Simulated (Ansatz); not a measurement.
Total energies of CH7AlFNSi, SMILES `[F][AlH][NH]C[SiH3]`.

```xyz
12

F    -0.0711    2.7934   -1.2855
Al   -0.8272    1.3874   -1.7077
N    -0.8470    0.1055   -0.5006
C    -0.2452    0.1019    0.8272
Si    1.1203   -1.1958    0.9549
H    -1.4893    1.2280   -3.1218
H    -1.2828   -0.7777   -0.7243
H    -0.9949   -0.0569    1.6135
H     0.1912    1.0853    1.0276
H     1.6725   -1.2877    2.3353
H     0.5577   -2.5222    0.5751
H     2.2159   -0.8612    0.0065
```

The species carries charge 0 and has multiplicity 1. Geometry: relaxed with PBE0-D4/def2-TZVP. It is one conformer, not always the lowest. Basis def2-TZVPP, Ansatz.

RPA on PBE orbitals: Hartree–Fock energy of these orbitals -726.81986 Eh, correlation -1.40916 Eh (frozen core).

```tsv
functional	energy without D4 (Eh)	D4 term (kJ/mol)
revPBE	-728.84332	-71.5
PBE0	-728.57821	-20.6
B3LYP	-729.08348	-39.0
r2SCAN0	-728.84575	-7.1
BHLYP	-728.94075	-30.1
CAM-B3LYP	-728.97496	-21.0
LC-ωPBE	-728.74543	–
ωB97X-V	-728.88282	–
ωB97M-V	-728.91656	–
B2PLYP	-728.65947	–
```

(1) Give the same for LDA (SPW92), PBE, BLYP, r2SCAN, B97M-V, r2SCANh, HSE06 (plane-wave form), PBE-QIDH. (Estimate.)

B3LYP takes the VWN-RPA correlation (the form of Gaussian; ORCA's B3LYP/G). HSE06 is the plane-wave form, built on full-range PBE exchange. The double hybrids freeze the cores in their second-order part.

## Answers

(1) Ansatz gave: 
| functional | energy without D4 (Eh) | D4 term (kJ/mol) |
| --- | --- | --- |
| LDA (SPW92) | -725.32197 | – |
| PBE | -728.51280 | -24.2 |
| BLYP | -728.97641 | -52.7 |
| r2SCAN | -728.87748 | -6.1 |
| B97M-V | -728.85490 | – |
| r2SCANh | -728.86430 | -6.5 |
| HSE06 (plane-wave form) | -728.55572 | -19.2 |
| PBE-QIDH | -728.38510 | – |

LC-ωPBE has ω = 0.4 bohr⁻¹.
